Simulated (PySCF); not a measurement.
C2H4GeN2, SMILES N#C/N=[CH]\[GeH3].

Geometry optimised at B3LYP-D3(BJ)/def2-SVP. The structure was generated by enumeration; whether it is a known compound was not checked.

Calculation: PySCF 2.14.0 with TDDFT-B3LYP/def2-SVPD.

Vertical excitations. The molecule is in vacuum.

Task: Estimate the UV-visible absorptions. (Estimate from the structure and the level; the computed values follow.)

Result: 
| state | energy (eV) | λ (nm) | f | main pairs |
|---|---|---|---|---|
| S1 | 3.50 | 354 | 0.000 | HOMO→LUMO 100 % |
| S2 | 5.60 | 222 | 0.170 | HOMO−1→LUMO 86 % |
| S3 | 5.63 | 220 | 0.002 | HOMO−2→LUMO 92 % |
| S4 | 6.31 | 196 | 0.004 | HOMO−3→LUMO 94 % |
| S5 | 6.45 | 192 | 0.004 | HOMO−5→LUMO 94 % |
| S6 | 6.54 | 189 | 0.051 | HOMO→LUMO+1 88 % |
| S7 | 6.62 | 187 | 0.006 | HOMO−4→LUMO 88 % |
| S8 | 6.91 | 180 | 0.236 | HOMO→LUMO+2 87 % |
| S9 | 7.24 | 171 | 0.044 | HOMO→LUMO+3 91 % |
| S10 | 7.27 | 171 | 0.001 | HOMO−1→LUMO+1 61 %, HOMO→LUMO+4 20 %, HOMO−1→LUMO+2 10 % |
| T1 | 2.99 | 414 | 0 | HOMO→LUMO 98 % |
| T2 | 3.69 | 336 | 0 | HOMO−1→LUMO 94 % |
| T3 | 5.20 | 238 | 0 | HOMO−2→LUMO 89 % |
| T4 | 5.81 | 213 | 0 | HOMO−5→LUMO 67 %, HOMO−3→LUMO 28 % |
Triplets are in the Tamm–Dancoff approximation, which puts them higher than full response would, so one can lie above its singlet here.
